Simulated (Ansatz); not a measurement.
A search over several starts for the lowest SCF solution of the cluster Na₄Li₂ at the given spin, in a small basis.

```yaml
crystal:
  periodic: [false, false, false]
  atoms:
    - {symbol: Li, position_ang: [-0.003873, -0.006283, -0.004389]}
    - {symbol: Li, position_ang: [-1.940689, -1.988063, -0.798341]}
    - {symbol: Na, position_ang: [2.798144, 0.408002, 1.233022]}
    - {symbol: Na, position_ang: [1.087483, -2.831070, 0.562592]}
    - {symbol: Na, position_ang: [-2.512217, 1.377951, -1.145195]}
    - {symbol: Na, position_ang: [0.571143, 3.039463, 0.152321]}
basis:
  gaussian: {orbitals: def2-SVP, initial_orbitals: start.molden}
hamiltonian: {xc: pbe0}
output: {orbitals: {seedname: orbitals}}
```

The file start.molden holds the orbitals of an earlier run on this structure, at another level or in another basis.

```sh
$ ansatz run in.yaml --threads 4 --pin off --events-out ev --progress --plain --max-ram 3916MiB
```

Output, abridged:

```
Functional definition: PBE0
798 factors; integrals over basis functions are off by at most 5.0e-4 eV
mean field evaluation 1: about -18052.0977 eV, gradient 4.3e1 eV
mean field evaluation 2: about -18055.2243 eV, gradient 3.1e0 eV
mean field evaluation 4: about -18055.5459 eV, gradient 6.2e-1 eV
mean field evaluation 8: about -18055.5536 eV, gradient 4.8e-4 eV
mean field evaluation 16: about -18055.5508 eV, gradient 3.9e-1 eV
mean field -18055.55361614 eV, -663.5293568994 hartree, gradient 1.3e-5 eV, S^2 0.000000; 1 other end points of the search recorded, 0 dependent functions left out
reference -18055.55365273 eV, -663.5293582440 hartree; 25, 25 occupied and 53, 53 virtual orbitals, 798 factors
Total energy: -18055.55365273 eV, -663.5293582440 hartree
```

Hardware: 4 threads of Arm Neoverse V2 on a shared host. Wall time 1.9 s.

The restricted singlet is unstable towards broken spin symmetry in Hartree–Fock (as tested in another run); at PBE0/def2-SVP this wasn't settled. The structure comes from a short search, and lower isomers may exist.
